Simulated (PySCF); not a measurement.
A GIAO shielding run with PySCF (density fitting, non-relativistic, gas phase) on SMILES CC(C)(C)[C@H]1C=CC[SiH2]1, C₈H₁₆Si:

```
$ OMP_NUM_THREADS=1 python probes_run.py task.json out

{"job": {"kind": "nmr", "xc": "PBE0", "basis": "pcSseg-1"}, "charge": 0, "multiplicity": 1}
C     -2.014150     0.260868     0.887272
C     -0.836019     0.517368    -0.058899
C     -0.877720     1.981759    -0.500292
C     -0.964945    -0.395930    -1.279421
C      0.503044     0.256096     0.685147
C      0.689082    -1.157927     1.181825
C      1.784182    -1.855928     0.846793
C      2.839663    -1.218564    -0.017070
Si     2.134393     0.524897    -0.286352
H     -2.070313    -0.793488     1.196427
H     -1.934208     0.878198     1.796558
H     -2.967938     0.509215     0.394969
H     -0.772944     2.658166     0.363314
H     -1.832962     2.215397    -0.996558
H     -0.069272     2.213764    -1.211828
H     -1.929334    -0.234214    -1.786453
H     -0.906891    -1.456453    -0.989488
H     -0.168040    -0.204151    -2.014180
H      0.512947     0.939480     1.556421
H     -0.076303    -1.608726     1.823605
H      1.922260    -2.882914     1.204275
H      2.993947    -1.779839    -0.954808
H      3.818871    -1.199706     0.491079
H      1.963782     0.868079    -1.732198
H      2.984567     1.590646     0.329411
```

Hardware: 1 thread of an Arm Neoverse N1, shared host. The job also computes population analyses, field gradients, ring-centre shieldings.

(1) How large is the calculation?

(2) How long does it take, and how much memory does it need?

(3) And these other runs on the same molecule and hardware: GIAO shielding at wB97X-D/pcSseg-1?

Results:

(1) 78 electrons, 240 basis functions and 1261 auxiliary functions.

(2) 2.1 min of wall time, with 14 SCF cycles and 4 response iterations; peak memory 1.2 GiB. Times on a shared host scatter by some tens of per cent.

(3) wB97X-D/pcSseg-1: 240 functions, 120 s.
